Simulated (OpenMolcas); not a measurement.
# How methods differ on CuOH (SMILES [Cu]O)

CuOH has 3 atoms, charge 0, and is taken as a singlet. As SMILES, `[Cu]O`. The shape is that of a PBE0-D4/def2-TZVP optimisation.

```xyz
3

Cu   -1.1528    0.2853   -0.5969
O     0.4129    0.3078    0.2600
H     0.7399   -0.5931    0.3369
```

Each level gives the dipole moment (D). The values are calculated.

```
         level             kind     program  value (D)  CPU time
    HF/cc-pVTZ     Hartree–Fock  OpenMolcas       5.36      22 s
  BLYP/cc-pVTZ              GGA  OpenMolcas       2.94      42 s
   PBE/cc-pVTZ              GGA  OpenMolcas       3.05      41 s
  TPSS/cc-pVTZ         meta-GGA  OpenMolcas       3.22      50 s
r2SCAN/cc-pVTZ         meta-GGA  OpenMolcas       3.38      46 s
 B3LYP/cc-pVTZ    global hybrid  OpenMolcas       3.60      40 s
 BHLYP/cc-pVTZ    global hybrid  OpenMolcas       4.42      37 s
M06-2X/cc-pVTZ  hybrid meta-GGA  OpenMolcas       4.42      50 s
```

The values span 2.94 to 5.36 D. Magnitudes only. CPU times are rough (shared hosts, several kinds of processor): they show what a rung costs within a factor of a few.
